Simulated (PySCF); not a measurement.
C₃H₈Cl₂O₂Si.
SMILES: `CO[SiH2]OCC(Cl)Cl`

Method: PySCF 2.14.0, density-fitted response routines, TDDFT wB97X-D/def2-SVPD, vertical, gas phase, core orbitals frozen in the response. Isolated species at its GFN2-xTB geometry (one conformer only). Torsions of this conformer, `[CH3:1][O:2][SiH2:3][O:4][CH2:5][CH:6]([Cl:7])[Cl:8]`: C1–O2–Si3–O4 180°, O2–Si3–O4–C5 -35°, Si3–O4–C5–C6 -86°, O4–C5–C6–Cl7 73°.

Orbital energies (eV): HOMO-3 -11.07, HOMO-2 -10.66, HOMO-1 -10.41, HOMO -10.10, LUMO 1.63, LUMO+1 1.99, LUMO+2 2.12.

Lowest singlets, with some entries withheld (?).

```json
{"state": "S1", "λ (nm)": "173.4", "f": "?", "main configurations (H = HOMO, L = LUMO)": "H-1→L (41%), H→L (21%), H-3→L (13%)"}
{"state": "S2", "λ (nm)": "170.0", "f": "?", "main configurations (H = HOMO, L = LUMO)": "H-2→L (69%)"}
{"state": "S3", "λ (nm)": "167.3", "f": "?", "main configurations (H = HOMO, L = LUMO)": "H→L+1 (30%), H→L+2 (25%), H→L (13%)"}
{"state": "S4", "λ (nm)": "164.4", "f": "?", "main configurations (H = HOMO, L = LUMO)": "H-5→L (27%), H-1→L+2 (19%), H-6→L (13%)"}
{"state": "S5", "λ (nm)": "160.5", "f": "?", "main configurations (H = HOMO, L = LUMO)": "H-2→L+2 (24%), H-3→L (20%), H-7→L (13%)"}
{"state": "S6", "λ (nm)": "155.4", "f": "?", "main configurations (H = HOMO, L = LUMO)": "H→L+2 (18%), H-1→L+2 (12%), H→L+1 (9%)"}
{"state": "S7", "λ (nm)": "152.2", "f": "?", "main configurations (H = HOMO, L = LUMO)": "H→L+4 (17%), H-1→L+2 (14%), H-5→L (8%)"}
{"state": "S8", "λ (nm)": "150.3", "f": "?", "main configurations (H = HOMO, L = LUMO)": "H-1→L+1 (19%), H→L+4 (17%)"}
```

(1) Supply the missing values.

(2) Where do the lowest triplets lie (Tamm–Dancoff)?

(3) How far apart are S3 and S4, in eV and cm⁻¹?

(4) What is the mean static polarisability from the same response equations?

## Answers

(1) 
- S1: f = 0.0019
- S2: f = 0.012
- S3: f = 0.0012
- S4: f = 0.0037
- S5: f = 0.0067
- S6: f = 0.011
- S7: f = 0.0016
- S8: f = 0.0080

(2) T1 6.58 eV, H-2→L (52%), H→L (8%); T2 6.60 eV, H-1→L (31%), H-2→L (18%), H-3→L (10%); T3 6.84 eV, H-5→L (26%), H-6→L (15%), H-1→L+2 (15%). E(S1) − E(T1) = +0.57 eV.

(3) 7.542 − 7.410 = 0.132 eV, or about 1070 cm⁻¹.

(4) 94.9 au (14.06 Å³), with principal values 82.7, 90.0 and 112.0 au.

Time: 1.9 min of wall time (grids of density and orbitals included); peak memory 1.1 GiB. Hardware: one thread of an Intel Xeon at 2.70 GHz (shared host).
